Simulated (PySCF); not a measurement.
Si(GeH3)2(OH)(OMe), SMILES CO[Si](O)([GeH3])[GeH3] (CH10Ge2O2Si), GFN2-xTB optimised geometry. Atoms within 1.6 Å of the plane z = 0.8 Å (x, y, z in Å): Si3 (0.14, 0.53, 0.00), O4 (1.37, 1.57, -0.12), Ge5 (-1.21, 0.94, 1.88), Ge6 (1.15, -1.57, 0.00), H10 (1.22, 2.45, -0.44), H12 (-2.45, 1.75, 1.60), H14 (2.65, -1.57, 0.00), H16 (0.80, -2.43, 1.18).

Computed with B3LYP/def2-TZVP (PySCF).

Map of the Laplacian of the electron density (e/bohr⁵) on the plane z = 0.8 Å:

```
|22222222222222222222222222222|
|22222222222222222222222222222|
|22222222222222222222222222222|
|22222222222222222222222222222|
|22222222222222222222222222222|
|22222222222222222222222222222|
|22222222222222222222222222222|
|22222222222222222222222222222|
|22222222222222223333222222222|
|22222222222222223443222222222|
|22222222222222233443322222222|
|22222222222211223333222222222|
|22222222222210233332222222222|
|22222222222211232222222222222|
|22222222222222222222222222222|
|22222222222222222222222222222|
|22222222222222222222222222222|
|22222222222222223443222222222|
|22222222222222224973222222222|
|22222222222222223863222222222|
|22222222222222220133222222222|
|22222222222222220122222222222|
|22222222222222232222222222222|
|22222222222222222222222222222|
|22222222222222222222222222222|
|22222222222222222222222222222|
|22222222222222222222222222222|
|22222222222222222222222222222|
|22222222222222222222222222222|
```
Scale: ten equal steps from -0.241 (start of '0') to 0.735 (end of '9'), in the order '0123456789'; x runs from -5.00 to 5.00, y from -5.00 (bottom) to 5.00 (top).
